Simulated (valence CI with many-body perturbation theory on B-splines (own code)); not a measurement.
## Pd5+: electric-dipole lines

Computed by valence CI with perturbative core correlation (CI+MBPT): five valence electrons over a frozen Dirac-Fock core [Kr], radial functions for each j: 7 s, 7 p, 8 d, 6 f, 4 g, 1 h, with the one-electron correlation potential Σ1, the two-electron term Σ2, the three-electron term Σ3, Breit, model QED; selected CI, second order for the rest, scaled by the run's own slope (own B-spline code, finite nucleus).

No measured spectrum was set against this ion. As an estimate, terms of the open shell hold to 2 to 4 % of their energy, and close levels can change places; different configurations can be misplaced against each other by 1,000 to 8,000 cm⁻¹. Among the levels kept, up to 2400 cm⁻¹ of a level comes from second order outside the variational space, and about a tenth of that is noise between levels of different J, which matters for small intervals. The list stops below the first excitations out of the core.

Lines 101 to 150 of 600 in falling wavelength, among levels below 37.659 eV, chosen from the strongest by gf and those to the six lowest levels. Wavelengths and rates use the calculated energies, so an error of 2000 cm⁻¹ moves a line at 1326 Å by 2.7 % and its rate by three times that or more. Electric multipoles are in the length gauge, E1 and E2 with the static RPA response of the core. Weak lines are less certain than strong ones. Lines between different terms over intervals too small for the method are left out, as are lines whose strength nearly cancels. Where a level lies close to another of its J and parity, the split of strength between their lines is uncertain. The highest levels of a list are the least certain.

Names give the largest LS component (configuration and term), which can be under half, so a name can repeat, a term be missing and a line seem to break the LS rules; names also repeat where a configuration has a term twice. Letters in brackets count levels of one name in rising energy.

```
λ vac (Å)                Upper              Lower   A (s⁻¹)  S (a.u.)
     1326   4d4 5p 2P°_1/2 [a]  4d4 5s 2P_3/2 [a]  5.73e+08  1.32e+00
     1325   4d4 5p 4F°_5/2 [a]  4d4 5s 4D_3/2 [a]  2.78e+08  1.91e+00
     1325   4d4 5p 4G°_7/2 [a]  4d4 5s 4F_7/2 [a]  1.21e+08  1.12e+00
     1324   4d4 5p 4F°_3/2 [a]  4d4 5s 4D_1/2 [a]  4.12e+08  1.89e+00
     1323   4d4 5p 2G°_7/2 [b]  4d4 5s 2G_9/2 [b]  2.54e+08  2.32e+00
     1323   4d4 5p 4D°_5/2 [b]  4d4 5s 4F_7/2 [a]  2.67e+08  1.83e+00
     1322   4d4 5p 4G°_7/2 [b]  4d4 5s 4F_5/2 [a]  1.36e+08  1.24e+00
     1321   4d4 5p 2D°_3/2 [b]  4d4 5s 2P_3/2 [a]  3.14e+08  1.43e+00
     1320       4d4 5p 6F°_5/2      4d4 5s 6D_5/2  5.22e+08  3.56e+00
     1319   4d4 5p 4P°_1/2 [b]  4d4 5s 4P_3/2 [a]  6.63e+08  1.50e+00
     1319   4d4 5p 4H°_9/2 [c]     4d4 5s 4G_11/2  2.14e+08  2.42e+00
     1318   4d4 5p 4F°_5/2 [b]      4d4 5s 4G_7/2  2.61e+08  1.77e+00
     1318   4d4 5p 4D°_5/2 [b]  4d4 5s 4P_3/2 [a]  1.45e+08  9.86e-01
     1317  4d4 5p 4H°_13/2 [b]     4d4 5s 2I_11/2  6.88e+07  1.09e+00
     1316   4d4 5p 4H°_9/2 [c]      4d4 5s 4G_9/2  1.17e+08  1.32e+00
     1316   4d4 5p 4F°_7/2 [b]      4d4 5s 4G_9/2  3.66e+08  3.29e+00
     1315  4d4 5p 4G°_11/2 [c]  4d4 5s 2G_9/2 [b]  7.39e+07  9.94e-01
     1313   4d4 5p 2D°_3/2 [a]  4d4 5s 4F_3/2 [a]  2.79e+08  1.25e+00
     1311       4d4 5p 6F°_7/2      4d4 5s 6D_7/2  4.71e+08  4.19e+00
     1311   4d4 5p 4P°_1/2 [c]  4d4 5s 2P_1/2 [a]  6.02e+08  1.34e+00
     1310   4d4 5p 4F°_7/2 [b]      4d4 5s 4G_7/2  8.80e+07  7.82e-01
     1310   4d4 5p 2P°_3/2 [b]  4d4 5s 2D_5/2 [a]  3.97e+08  1.76e+00
     1310       4d4 5p 6F°_3/2      4d4 5s 6D_1/2  2.72e+08  1.21e+00
     1310   4d4 5p 2H°_9/2 [b]  4d4 5s 2G_7/2 [a]  1.37e+08  1.52e+00
     1309   4d4 5p 2G°_7/2 [c]  4d4 5s 2G_9/2 [b]  1.40e+08  1.24e+00
     1309  4d4 5p 2H°_11/2 [b]     4d4 5s 2I_11/2  5.48e+08  7.28e+00
     1308   4d4 5p 4H°_7/2 [b]      4d4 5s 4G_9/2  1.21e+08  1.07e+00
     1307   4d4 5p 2G°_7/2 [a]      4d4 5s 4H_9/2  1.42e+08  1.26e+00
     1304  4d4 5p 2I°_13/2 [a]     4d4 5s 4G_11/2  4.28e+08  6.56e+00
     1303   4d4 5p 4D°_3/2 [b]  4d4 5s 4P_1/2 [a]  2.39e+08  1.04e+00
     1303   4d4 5p 2G°_9/2 [b]  4d4 5s 2G_7/2 [b]  5.31e+08  5.80e+00
     1301      4d4 5p 4I°_11/2  4d4 5s 4F_9/2 [a]  2.92e+08  3.81e+00
     1300   4d4 5p 4G°_7/2 [c]  4d4 5s 4F_5/2 [a]  2.46e+08  2.13e+00
     1300   4d4 5p 4F°_9/2 [a]      4d4 5s 2H_9/2  8.06e+07  8.73e-01
     1299       4d4 5p 2F°_5/2  4d4 5s 4D_7/2 [b]  2.85e+08  1.85e+00
     1299  4d4 5p 4G°_11/2 [a]     4d4 5s 4H_13/2  5.39e+08  7.00e+00
     1299   4d4 5p 4H°_9/2 [b]      4d4 5s 4H_7/2  3.29e+08  3.56e+00
     1298       4d4 5p 6F°_5/2      4d4 5s 6D_3/2  3.79e+08  2.46e+00
     1298   4d4 5p 4G°_9/2 [a]     4d4 5s 4H_11/2  9.46e+07  1.02e+00
     1297   4d4 5p 4G°_5/2 [b]  4d4 5s 4F_3/2 [a]  1.96e+08  1.27e+00
     1296       4d4 5p 6F°_9/2      4d4 5s 6D_9/2  4.14e+08  4.45e+00
     1296   4d4 5p 4D°_7/2 [b]  4d4 5s 4D_5/2 [b]  8.66e+07  7.44e-01
     1295  4d4 5p 2H°_11/2 [b]     4d4 5s 2I_13/2  1.66e+08  2.13e+00
     1294   4d4 5p 4D°_3/2 [e]  4d4 5s 2F_5/2 [a]  2.39e+08  1.02e+00
     1292   4d4 5p 4F°_5/2 [b]  4d4 5s 4F_5/2 [a]  1.30e+08  8.28e-01
     1291       4d4 5p 6P°_7/2      4d4 5s 6D_9/2  9.93e+08  8.44e+00
     1290  4d4 5p 2H°_11/2 [c]  4d4 5s 2G_9/2 [b]  2.06e+08  2.62e+00
     1288   4d4 5p 4F°_9/2 [b]      4d4 5s 2H_9/2  2.78e+08  2.93e+00
     1287   4d4 5p 2F°_7/2 [b]  4d4 5s 2F_5/2 [a]  1.00e+08  8.44e-01
     1287   4d4 5p 4F°_9/2 [a]     4d4 5s 4G_11/2  1.68e+08  1.77e+00
```
